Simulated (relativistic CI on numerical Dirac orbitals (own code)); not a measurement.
O7+: sensitivity of the levels to the model

Base calculation: Dirac-Coulomb-Breit CI, orbitals from a KLI potential per configuration, QED by a radiative potential.

Configurations in the expansion: 1s, 2s, 2p, 3s, 3p, 3d, 4s, 4p, 4d, 4f, 5s, 5p, 5d, 5f, 5g, 6s, 6p, 6d. Levels of other configurations are missing.

Variants: (1) QED terms removed; (2) non-relativistic limit. Shifts of the energy above 1s 2S_1/2, in eV, for the lowest level and the first level of each name with at least 55 % of one term (blank where a level changes its place among those of its configuration and J or its character, or is not in the variant):

```
     Level     Base    Δ(1)    Δ(2)
 1s 2S_1/2    0.000   0.000   0.000
2p 2P°_1/2  653.494  +0.068  -0.443
 2s 2S_1/2  653.503  +0.059  -0.452
2p 2P°_3/2  653.680  +0.067  -0.629
3p 2P°_1/2  774.579  +0.068  -0.593
 3s 2S_1/2  774.582  +0.065  -0.596
 3d 2D_3/2  774.634  +0.068  -0.648
3p 2P°_3/2  774.634  +0.068  -0.648
 3d 2D_5/2  774.652  +0.068  -0.666
4p 2P°_1/2  816.951  +0.068  -0.638
 4s 2S_1/2  816.952  +0.067  -0.639
 4d 2D_3/2  816.974  +0.068  -0.661
4p 2P°_3/2  816.974  +0.068  -0.661
4f 2F°_5/2  816.982  +0.068  -0.669
 4d 2D_5/2  816.982  +0.068  -0.669
4f 2F°_7/2  816.986  +0.068  -0.673
5p 2P°_1/2  836.560  +0.068  -0.655
 5s 2S_1/2  836.561  +0.067  -0.656
 5d 2D_3/2  836.572  +0.068  -0.667
5p 2P°_3/2  836.572  +0.068  -0.667
5f 2F°_5/2  836.576  +0.068  -0.671
 5d 2D_5/2  836.576  +0.068  -0.671
```
